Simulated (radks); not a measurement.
Species: Ru25+. Configuration: [Ar] 3d1. All-electron calculation, Dirac Kohn-Sham, PBE, spin-unpolarised, spherical densities, finite nucleus; open shells fill j = l - 1/2 first; Fermi nuclear charge, rms radius 4.4809 fm. Program: a radial shooting solver on a logarithmic mesh with Libxc functionals.

Unscreened Slater integrals over Kohn-Sham orbitals (cm^-1). Large and small components are both included. Empty in this configuration: 3d5/2.

| integral | value |
|---|---|
| F0(3d3/2,3d3/2) | 618730 |
| F2(3d3/2,3d3/2) | 317090 |
| F0(3d3/2,3p3/2) | 573390 |
| F2(3d3/2,3p3/2) | 275890 |
| G1(3d3/2,3p3/2) | 296630 |
| G3(3d3/2,3p3/2) | 197310 |
| F0(3d3/2,3p1/2) | 580690 |
| G1(3d3/2,3p1/2) | 308770 |
| F0(3d3/2,3s1/2) | 567600 |
| G2(3d3/2,3s1/2) | 226190 |
| F0(3d3/2,3d5/2) | 616470 |
| F2(3d3/2,3d5/2) | 316320 |
| G2(3d3/2,3d5/2) | 314580 |
| G4(3d3/2,3d5/2) | 203000 |
| F0(3p3/2,3p3/2) | 546410 |
| F2(3p3/2,3p3/2) | 275450 |
| F0(3p3/2,3p1/2) | 552320 |
| G2(3p3/2,3p1/2) | 276970 |
| F0(3p3/2,3s1/2) | 541130 |
| G1(3p3/2,3s1/2) | 353050 |
| F0(3p3/2,3d5/2) | 571660 |
| F2(3p3/2,3d5/2) | 276120 |
| G1(3p3/2,3d5/2) | 298200 |
| G3(3p3/2,3d5/2) | 198370 |
| F0(3p1/2,3p1/2) | 558500 |
| F0(3p1/2,3s1/2) | 546710 |
| G1(3p1/2,3s1/2) | 352550 |
| F0(3p1/2,3d5/2) | 578890 |
| G3(3p1/2,3d5/2) | 204100 |
| F0(3s1/2,3s1/2) | 537120 |
| F0(3s1/2,3d5/2) | 565980 |
| G2(3s1/2,3d5/2) | 227280 |
| F0(3d5/2,3d5/2) | 614250 |
| F2(3d5/2,3d5/2) | 315600 |
| F4(3d5/2,3d5/2) | 203690 |
